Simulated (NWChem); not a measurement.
# CH$_{3}$BeClS; SMILES C[S][Be][Cl]

```xyz
7

Be     0.2714    -0.5014    -0.0009
Cl    -0.0811    -2.2856     0.0001
S      0.6588     1.3539     0.0001
C     -1.0282     2.0750    -0.0001
H     -1.5774     1.8175    -0.9154
H     -0.8989     3.1648     0.0335
H     -1.6030     1.7660     0.8829
```
Atoms are numbered in this order, from 1.

Results from NWChem. Structure relaxed at the PBE0/def2-SVP level. Ions are spin-unrestricted doublets at the neutral geometry; other ion states weren't tried.

For level CAM-B3LYP/def2-SVP:

```
Property                               Value
-------------------------------------  -----
vertical ionisation energy, ΔSCF (eV)   9.52
−ε(HOMO) (eV)                           8.42
```

Question: How do the values read with level PBE/def2-SVP instead?

Answer: 
| Quantity | Value |
|---|---|
| vertical ionisation energy, ΔSCF (eV) | 9.32 |
| −ε(HOMO) (eV) | 5.97 |
